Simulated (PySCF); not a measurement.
Radial density of B²⁺ (boron, charge +2)

r2SCAN0, [He] 2p1, 2P determinant (an excited configuration). Computed with PySCF 2.14 in aug-cc-pVTZ-DK (5s4p3d2f, 46 functions), with scalar relativity by spin-free X2C-1e.

```tsv
r (bohr)	4πr²ρ (e/bohr)	4πr²(ρα − ρβ)
0.00612	0.03111	-0.0001
0.0103	0.08442	-0.0002
0.0173	0.2205	-0.0006
0.0291	0.5532	-0.0015
0.0490	1.281	-0.0034
0.0824	2.610	-0.0061
0.139	4.273	-0.0052
0.233	4.925	0.0185
0.392	3.270	0.1113
0.660	1.132	0.3415
1.11	0.6304	0.5878
1.87	0.4187	0.4184
3.14	0.07019	0.0702
5.28	0.0003678	0.0004
```

Densities and radii are taken from the X2C orbitals without a picture-change correction, which distorts them close to the nucleus.

Problem. Where is the radial spin density 4πr²(ρα − ρβ) most negative, and why is it negative at all?

Solution. Around r = 0.0824 bohr, down to -0.0061 e/bohr: exchange with the open shell polarises the paired shells in an unrestricted calculation.
